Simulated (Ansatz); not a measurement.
Born–Oppenheimer molecular dynamics of Cl$_{3}$FHIn (6 atoms, charge 0, multiplicity 1). It starts at the highest image of a converged band, a first-order saddle point between two minima.

These are results of RHF/def2-SVP (Ansatz), not measurements.

```yaml
ensemble: NVE (velocity Verlet)
time_step: 0.5 fs
steps_asked: 200
starting_velocities_drawn_for: 300 K
seed: 10321
```

First frame:

```xyz
6
Properties=species:S:1:pos:R:3
In -0.578 -0.229 -0.347
F 0.412 -0.531 1.433
Cl -0.228 -1.914 -1.901
Cl -2.488 1.065 -0.114
H 1.274 0.363 1.003
Cl 1.608 1.245 -0.076
```

**Question.** How far do the bonds stretch over the last three quarters of this one trajectory? (Pairs bonded in most of those frames.)

**Answer.** 
```
   bond  mean (Å)  spread (Å)  shortest  longest
 In1–F2     1.960       0.022      1.94     2.01
In1–Cl3     2.341       0.024      2.30     2.37
In1–Cl4     2.336       0.036      2.27     2.38
In1–Cl6     2.856       0.160      2.63     3.14
 H5–Cl6     1.288       0.015      1.26     1.32
```

Mean temperature of the second half: 458 K. The conserved energy stayed within 0.0088 meV per atom of its start (net change 0.004 meV per atom), so the integration is sound. The system heated up, since it started high on the potential surface and ran downhill. A run of 0.1 ps of so small a system gives no equilibrium averages. The orbitals stay closed-shell, which can raise the energy where a bond breaks towards radicals; this wasn't checked here.

Time of the run: 3.6 min on 2 threads of Intel(R) Xeon(R) 6975P-C (Granite Rapids), with other jobs on the host, peak memory 0.24 GiB.
